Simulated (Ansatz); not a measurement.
`N#CO[SiH3]` + `C#CN` → `C#CN[SiH3]` + `N#CO` at 400 K and 1 bar (ligand exchange at the Si–O bond).

Isolated molecules relaxed with PBE0-D4/def2-TZVP in Ansatz; ΔE leaves out vibrations. CCSD(T)/CBS is the MP2 limit (def2-TZVPP, def2-QZVPP) plus CCSD(T) − MP2 in def2-TZVPP, frozen cores. This one scheme is used for every species. One conformer a species, not always the lowest.

| species | CCSD(T)/CBS energy (Eh) | H − E (kJ/mol) | S (J/(mol·K)) |
| --- | --- | --- | --- |
| `N#CO[SiH3]` | -458.79584 | 124.5 | 327.0 |
| `C#CN` | -132.52893 | 136.4 | 272.8 |
| `C#CN[SiH3]` | -422.82807 | 185.8 | 346.9 |
| `N#CO` | -168.48100 | 73.4 | 255.2 |

H − E and S are ideal-gas, rigid-rotor, harmonic terms from PBE0-D4/def2-TZVP, for one conformer and one mirror image of each species. 1 Eh = 2625.50 kJ/mol, R = 8.31446 J/(mol·K).

By hand: ΔE, ΔH, ΔS and ΔG.

ΔE = (-422.82807) + (-168.48100) − (-458.79584) − (-132.52893) = 0.01570 Eh = 41.2 kJ/mol. Δ(H − E) = 185.8 + 73.4 − 124.5 − 136.4 = -1.7, so ΔH = 39.5 kJ/mol. ΔS = 346.9 + 255.2 − 327.0 − 272.8 = 2.3 J/(mol·K). ΔG = 39.5 − 400 × (2.3)/1000 = 38.6 kJ/mol.

By hand: the equilibrium constant, and the temperature at which ΔG would vanish if ΔH and ΔS stayed fixed.

log₁₀ K = −ΔG/(RT ln 10) = -5.0. ΔG = 0 at ΔH/ΔS = 17174 K, far beyond where these terms or the molecules hold.

The number of gas molecules stays the same, so ΔS is small and ΔH decides. A doubt of 5 kJ/mol in ΔE shifts log₁₀ K by 0.7 here. Other conformers and mirror images would add mixing entropy, several J/(mol·K) or more a flexible species. These are equilibria of isolated gas molecules and say nothing of rates. Largest T1 diagnostic: 0.014 (customary marks: 0.02 for closed shells, 0.045 for open ones).
